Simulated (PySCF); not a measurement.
**Correlation energy of Cr (chromium, neutral)**

[Ar] 3d4 4s2, high-spin 5D determinant (an excited configuration). All numbers are calculated (PySCF 2.14, scalar relativity by spin-free X2C-1e, in aug-cc-pwCVTZ-DK with one added diffuse shell each of s, p, d, f, g type (11s10p8d5f4g, 152 functions)). Frozen: [Ar]; 6 electrons correlated.

MP2 pair energies summed by pair of shells (mhartree):

```csv
pair,energy,share (%)
3d-3d,-46.54,48.9
3d-4s,-26.30,27.6
4s-4s,-22.34,23.5
```

Total MP2 correlation energy: -95.18 mhartree.

Same-spin part -57.81 and opposite-spin part -37.37 mhartree; SCS-MP2 scales them by 1/3 and 6/5 to -64.12 mhartree.
